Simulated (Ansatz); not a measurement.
GeF2ClBr, SMILES [F][Ge]([F])([Cl])[Br].

Geometry optimised at TPSSh-D3(BJ)/def2-SVP.

Two levels are set side by side: PBE/def2-SVPD (Ansatz, a first-principles code) and PBE0/def2-SVPD (Ansatz). Energy differences of separate SCF runs at the same geometry; the states with an electron removed or added have multiplicity 2 and 2. Differences are taken from unrounded values.

```
quantity                             PBE
---------------------------------  -----
vertical ionisation energy (eV)    11.45
vertical electron affinity (eV)     0.89
vertical singlet–triplet gap (eV)   4.94
```

These are the PBE values. What does PBE0 give? (Estimate from the structure and the level; the computed values follow.)


```json
[
 {"quantity": "vertical ionisation energy (eV)", "PBE0": "11.92", "PBE minus PBE0": "-0.47"},
 {"quantity": "vertical electron affinity (eV)", "PBE0": "0.75", "PBE minus PBE0": "0.14"},
 {"quantity": "vertical singlet–triplet gap (eV)", "PBE0": "5.39", "PBE minus PBE0": "-0.45"}
]
```
